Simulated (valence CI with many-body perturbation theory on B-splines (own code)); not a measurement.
Ir³⁶⁺ in brief

Computed by valence CI with perturbative core correlation (CI+MBPT): five valence electrons over a frozen Dirac-Fock core [Kr], a basis of 7 s, 7 p, 8 d, 6 f, 4 g, 1 h functions for each j, with the one-electron correlation potential Σ1 (screened to all orders), the two-electron term Σ2, the three-electron term Σ3, Breit, model QED; selected single and double excitations, second order for the rest, scaled by the run's own slope (own B-spline code, finite nucleus).

The last digits are not significant, and no measured levels were compared; by estimate large intervals hold to a few tenths of a per cent, small ones and those within an open d or f shell to about a per cent. The list stops below the first excitations out of the core.

Levels are named by their leading jj configuration (3d3/2^4 stands for four electrons in 3d with j = 3/2), which in mixed levels can hold well under half, so a name can repeat and another be missing.

Rates and lifetimes use the calculated energies. Strong lines usually hold to 10 to 20 %, long lifetimes can be off by a factor of two.

Task: What is the ground level?

Result: (4d3/2^4 4d5/2) J=5/2, composition 27 % 4d⁵ ⁴P + 23 % 4d⁵ ²D + 16 % 4d⁵ ²F, g = 1.331.

Task: How well does LS coupling describe the low levels?

Result: Among the lowest 20 levels the leading LS term, summed over configurations, holds 48 % on average. For single configurations the figures are 48 % in LS and 95 % in jj coupling. Terms mix most in the J = 5/2 level at 0 cm⁻¹, where the leading one holds 27 %.

Task: What is the ionisation energy?

Result: 1604.3 eV; NIST lists 1603 ± 5 eV (theoretical).
